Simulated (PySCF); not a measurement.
Simulation results for B2H6N, CH5BN, CH6AlBN, B2H6NSi

Computed with PySCF 2.14.0. Calculation on a computer-drawn molecule: the log of a Hartree-Fock and frozen-core CCSD(T) single point meant for a local Hartree-Fock minimum, with one planted fault or none, to be diagnosed. Offsets are logged minus clean, where the clean run is the same molecule without the fault. The reference is restricted for singlets and unrestricted otherwise, and also for a bond in bohr or an excited solution. Adding or removing an electron swaps singlet and doublet. The excited solution moves the top pair (singlet) or top alpha electron (doublet) to the lowest empty orbital. Highest occupied and lowest empty are orbital energies over both spins, largest force is the largest gradient component, triples share is (T) over the correlation energy, the T1 limit is 0.02 restricted and 0.045 unrestricted, electrons count all cores, a negative frequency is imaginary (commonest isotopes), and the dipole is about the centre of nuclear charge.

Common to all runs: logged SCF converged yes; logged CC converged yes; logged SCF stable within its kind yes; possible faults no fault, one electron removed, one electron added, multiplicity raised by two, geometry at a saddle point, SCF held on an excited solution, minimal basis STO-3G, one bond length entered in bohr, all coordinates scaled.

(1) 
```xyz
9
formula=B2H6N meant_charge=-1 meant_multiplicity=1 meant_basis=aug-cc-pVDZ logged_electrons=24 logged_basis_functions=123 logged_spin_squared=0 logged_highest_occupied=-2.9208 logged_lowest_empty=3.4726 logged_largest_force=0.044747 logged_T1_diagnostic=0.024672 logged_D1_diagnostic=0.088251 logged_triples_share=0.034597 logged_dipole_magnitude=8.5428 logged_energy_HF=-107.27572 logged_energy_CCSD(T)=-107.73789 planted_fault=one_bond_length_entered_in_bohr,row_8_of_the_drawn_bonds HF_energy_offset_from_clean_run=51.57 CCSD(T)_energy_offset_from_clean_run=52.12
B     -0.3938    -1.7754     0.6409
N      0.5122    -0.8218     0.2565
B      0.3905     0.4273    -0.6986
H     -0.0674    -2.6703     1.4098
H     -1.5381    -1.7693     0.2396
H      1.4263    -0.9269     0.6510
H      1.2104     0.3221    -1.6378
H     -0.7603     0.4925    -1.1497
H      0.8974     2.4011     0.5003
```

Units: logged_highest_occupied, logged_lowest_empty in eV; logged_largest_force in hartree/bohr; logged_dipole_magnitude in debye; logged_energy_HF, logged_energy_CCSD(T) in hartree; HF_energy_offset_from_clean_run, CCSD(T)_energy_offset_from_clean_run in kcal/mol.

Drawn bonds:
```tsv
atom	other atom	order
1	2	1
2	3	1
1	4	1
1	5	1
2	6	1
3	7	1
3	8	1
3	9	1
```

(2) 
```xyz
8
formula=CH5BN meant_charge=0 meant_multiplicity=2 meant_basis=cc-pVDZ logged_electrons=23 logged_basis_functions=67 logged_spin_squared=0.7677 logged_highest_occupied=-8.1207 logged_lowest_empty=3.285 logged_largest_force=4.474e-05 logged_lowest_frequency=-342.78 logged_T1_diagnostic=0.01855 logged_D1_diagnostic=0.078932 logged_triples_share=0.027187 logged_dipole_magnitude=1.6824 logged_energy_HF=-119.9041 logged_energy_CCSD(T)=-120.33259 planted_fault=geometry_at_a_saddle_point HF_energy_offset_from_clean_run=0.1432 CCSD(T)_energy_offset_from_clean_run=-0.1411
B     -1.2400    -0.1636     0.0000
N      0.0100     0.4600     0.0000
C      1.2600    -0.1504     0.0000
H     -2.2253     0.5218     0.0000
H     -1.3000    -1.3627     0.0000
H      0.0420     1.4594     0.0000
H      2.1466     0.4627     0.0000
H      1.3069    -1.2271     0.0000
```

Units: logged_highest_occupied, logged_lowest_empty in eV; logged_largest_force in hartree/bohr; logged_lowest_frequency in cm⁻¹; logged_dipole_magnitude in debye; logged_energy_HF, logged_energy_CCSD(T) in hartree; HF_energy_offset_from_clean_run, CCSD(T)_energy_offset_from_clean_run in kcal/mol.

Drawn bonds:
```tsv
atom	other atom	order
1	2	1
2	3	1
1	4	1
1	5	1
2	6	1
3	7	1
3	8	1
```

(3) 
```xyz
8
formula=CH5BN meant_charge=0 meant_multiplicity=2 meant_basis=cc-pVDZ logged_electrons=23 logged_basis_functions=67 logged_spin_squared=0.7656 logged_highest_occupied=-8.3137 logged_lowest_empty=3.2444 logged_largest_force=2.33e-05 logged_lowest_frequency=292.34 logged_T1_diagnostic=0.018379 logged_D1_diagnostic=0.077658 logged_triples_share=0.027181 logged_dipole_magnitude=1.6275 logged_energy_HF=-119.90433 logged_energy_CCSD(T)=-120.33236 planted_fault=no_fault HF_energy_offset_from_clean_run=0 CCSD(T)_energy_offset_from_clean_run=0
B     -1.1824     0.3313     0.0933
N      0.1449     0.7580     0.0050
C      1.2738    -0.0300    -0.2110
H     -1.4385    -0.8315    -0.0597
H     -2.0360     1.1446     0.3181
H      0.3424     1.7289     0.1403
H      2.1941     0.4608    -0.4926
H      1.1139    -1.0697    -0.4542
```

Units: logged_highest_occupied, logged_lowest_empty in eV; logged_largest_force in hartree/bohr; logged_lowest_frequency in cm⁻¹; logged_dipole_magnitude in debye; logged_energy_HF, logged_energy_CCSD(T) in hartree; HF_energy_offset_from_clean_run, CCSD(T)_energy_offset_from_clean_run in kcal/mol.

Drawn bonds:
```tsv
atom	other atom	order
1	2	1
2	3	1
1	4	1
1	5	1
2	6	1
3	7	1
3	8	1
```

(4) 
```xyz
10
formula=CH6AlBN meant_charge=0 meant_multiplicity=2 meant_basis=cc-pV(D+d)Z logged_electrons=37 logged_basis_functions=95 logged_spin_squared=0.7602 logged_highest_occupied=-8.1254 logged_lowest_empty=0.88567 logged_largest_force=0.028578 logged_T1_diagnostic=0.017048 logged_D1_diagnostic=0.073253 logged_triples_share=0.027129 logged_dipole_magnitude=0.49166 logged_energy_HF=-362.39807 logged_energy_CCSD(T)=-362.8997 planted_fault=all_coordinates_scaled,by_-3.0_% HF_energy_offset_from_clean_run=5.537 CCSD(T)_energy_offset_from_clean_run=8.341
B     -1.5663    -1.5603     1.3932
N     -0.7189    -0.6875     0.7830
C      0.4987    -0.2865     1.2130
Al     1.6416     0.9146     0.3530
H     -1.2545    -2.0456     2.4037
H     -2.5854    -1.7981     0.8835
H     -1.0024    -0.2962    -0.0594
H      0.7506    -0.7445     2.1301
H      1.1870     1.5292    -0.9792
H      2.9896     1.2501     0.9958
```

Units: logged_highest_occupied, logged_lowest_empty in eV; logged_largest_force in hartree/bohr; logged_dipole_magnitude in debye; logged_energy_HF, logged_energy_CCSD(T) in hartree; HF_energy_offset_from_clean_run, CCSD(T)_energy_offset_from_clean_run in kcal/mol.

Drawn bonds:
```tsv
atom	other atom	order
1	2	1
2	3	1
3	4	1
1	5	1
1	6	1
2	7	1
3	8	1
4	9	1
4	10	1
```

(5) 
```xyz
10
formula=B2H6NSi meant_charge=1 meant_multiplicity=1 meant_basis=cc-pV(D+d)Z logged_electrons=36 logged_basis_functions=95 logged_spin_squared=2.013 logged_highest_occupied=-13.357 logged_lowest_empty=-8.0534 logged_largest_force=0.029152 logged_T1_diagnostic=0.01979 logged_D1_diagnostic=0.088061 logged_triples_share=0.030144 logged_dipole_magnitude=3.0169 logged_energy_HF=-395.85252 logged_energy_CCSD(T)=-396.32174 planted_fault=multiplicity_raised_by_two HF_energy_offset_from_clean_run=99.16 CCSD(T)_energy_offset_from_clean_run=99.41
B      1.3140    -3.1371     0.4846
N      0.1784    -2.6709     1.2645
Si    -0.5218    -1.1827     1.0382
B      0.2101     0.0784    -0.3837
H      1.7402    -2.3911    -0.3506
H      1.7712    -4.2117     0.6933
H     -0.1829    -3.2958     1.9682
H     -1.6552    -0.8949     1.9216
H     -0.2455     0.0156    -1.4802
H      1.0620     0.8461    -0.0693
```

Units: logged_highest_occupied, logged_lowest_empty in eV; logged_largest_force in hartree/bohr; logged_dipole_magnitude in debye; logged_energy_HF, logged_energy_CCSD(T) in hartree; HF_energy_offset_from_clean_run, CCSD(T)_energy_offset_from_clean_run in kcal/mol.

Drawn bonds:
```tsv
atom	other atom	order
1	2	1
2	3	1
3	4	1
1	5	1
1	6	1
2	7	1
3	8	1
4	9	1
4	10	1
```

(6) 
```xyz
10
formula=B2H6NSi meant_charge=1 meant_multiplicity=1 meant_basis=cc-pV(D+d)Z logged_electrons=37 logged_basis_functions=95 logged_spin_squared=0.7602 logged_highest_occupied=-6.0817 logged_lowest_empty=0.81771 logged_largest_force=0.056345 logged_T1_diagnostic=0.015327 logged_D1_diagnostic=0.053102 logged_triples_share=0.029119 logged_dipole_magnitude=5.9842 logged_energy_HF=-396.19476 logged_energy_CCSD(T)=-396.68828 planted_fault=one_electron_added HF_energy_offset_from_clean_run=-115.6 CCSD(T)_energy_offset_from_clean_run=-130.6
B      1.3140    -3.1371     0.4846
N      0.1784    -2.6709     1.2645
Si    -0.5218    -1.1827     1.0382
B      0.2101     0.0784    -0.3837
H      1.7402    -2.3911    -0.3506
H      1.7712    -4.2117     0.6933
H     -0.1829    -3.2958     1.9682
H     -1.6552    -0.8949     1.9216
H     -0.2455     0.0156    -1.4802
H      1.0620     0.8461    -0.0693
```

Units: logged_highest_occupied, logged_lowest_empty in eV; logged_largest_force in hartree/bohr; logged_dipole_magnitude in debye; logged_energy_HF, logged_energy_CCSD(T) in hartree; HF_energy_offset_from_clean_run, CCSD(T)_energy_offset_from_clean_run in kcal/mol.

Drawn bonds:
```tsv
atom	other atom	order
1	2	1
2	3	1
3	4	1
1	5	1
1	6	1
2	7	1
3	8	1
4	9	1
4	10	1
```
